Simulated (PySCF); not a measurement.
A calculated (PBEsol, PySCF 2.14, x2c-TZVPPall with one added diffuse shell each of s, p, d, f type, the spin-free X2C one-electron Hamiltonian (Gaussian nucleus)) atom or ion has these occupied shells.

```tsv
shell	electrons	orbital energy (eV)	rms radius, mean of both spins (bohr)
1s α	1	-46554.5	0.0259
1s β	1	-46554.5	0.0259
2s α	1	-7622.3	0.105
2s β	1	-7622.3	0.105
2p α	3	-6813.5	0.0941
2p β	3	-6813.5	0.0941
3s α	1	-1684.4	0.273
3s β	1	-1682.6	0.273
3p α	3	-1430.5	0.272
3p β	3	-1428.8	0.272
3d α	5	-1080.9	0.251
3d β	5	-1079.6	0.251
4s α	1	-349.25	0.615
4s β	1	-345.07	0.615
4p α	3	-265.41	0.653
4p β	3	-261.23	0.653
4d α	5	-146.42	0.720
4d β	5	-142.27	0.720
5s α	1	-57.235	1.47
5s β	1	-54.882	1.47
5p α	3	-36.220	1.70
5p β	3	-34.372	1.70
4f α	5	-19.218	1.03
6s α	1	-11.023	3.84
6p α	1	-7.423	4.59
```

(1) Name the element and its charge.

Results:

(1) Sm⁺ (samarium, charge +1), in [Xe] 4f5 6s1 6p1, one real determinant (an excited configuration).
